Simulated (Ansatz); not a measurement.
Mulliken charges of C2H3ClTe (`C=C(Cl)[TeH]`) from B3LYP/def2-TZVPP in Ansatz (PBE0-D4/def2-TZVP geometry).

```
atom   x (Å)   y (Å)   z (Å)  charge (e)
  C1   0.204  -0.186   1.193      -0.242
  C2  -0.222   0.163  -0.012      -0.058
 Cl3  -1.885   0.529  -0.296      -0.089
 Te4   1.103   0.426  -1.626       0.174
  H5  -0.470  -0.215   2.041       0.122
  H6   1.241  -0.455   1.352       0.117
  H7   0.090  -0.331  -2.698      -0.024
```

Task: By hand: the dipole of these point charges (1 e Å = 4.8032 D).

Result: Σ q r = (0.409, -0.009, -0.073) e Å, of length 0.416 e Å = 2.00 D.

Task: How does the dipole of the full density compare? (Estimate.)

Result: Computed: (0.191, -0.068, 0.076) e Å, 1.04 D; the point charges give 1.92 times that, at 36° from its direction.

Point charges leave out the atoms' own dipoles, such as those of lone pairs, and Mulliken's split depends on the basis, so the two needn't agree.

B3LYP here is the variant with VWN-RPA as its local correlation; programs differ in this.
